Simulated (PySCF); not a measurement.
## Be (beryllium, neutral) across methods

[He] 2s1 3s1, high-spin 3S determinant (an excited configuration). Computed with PySCF 2.14 in dyall-av3z (15s9p4d2f, 76 functions), with the spin-free X2C one-electron Hamiltonian (Gaussian nucleus). The B2PLYP total includes its PT2 part (frozen core); its orbital energies are those of the SCF part.

| method | E (hartree) | mean ε 1s β (eV) | mean ε 2s α (eV) | mean ε 3s α (eV) | Σ⟨r²⟩ (bohr²) | ⟨S²⟩ |
| --- | --- | --- | --- | --- | --- | --- |
| LDA | -14.2269 | -111.45 | -10.218 | -1.771 | 66.97 | 2.000 |
| PBE | -14.4118 | -112.76 | -10.355 | -1.800 | 66.99 | 2.000 |
| B2PLYP | -14.4235 | -124.88 | -12.357 | -2.204 | 68.93 | 2.000 |
| TPSSh | -14.4468 | -116.49 | -10.807 | -1.872 | 67.66 | 2.000 |
| LC-wPBE | -14.4182 | -118.85 | -14.139 | -2.964 | 69.55 | 2.000 |
| r2SCAN | -14.4330 | -115.19 | -10.548 | -1.749 | 68.03 | 2.000 |
| wB97X | -14.4424 | -120.65 | -13.604 | -2.882 | 71.43 | 2.000 |
| UHF | -14.37988 | -134.82 | -14.193 | -2.720 | 70.43 | 2.000 |
| PBE0 | -14.4183 | -118.46 | -11.407 | -2.096 | 67.90 | 2.000 |

The outer electron is Rydberg-like, and this basis confines it to a smaller radius and binds it less than a complete one would.
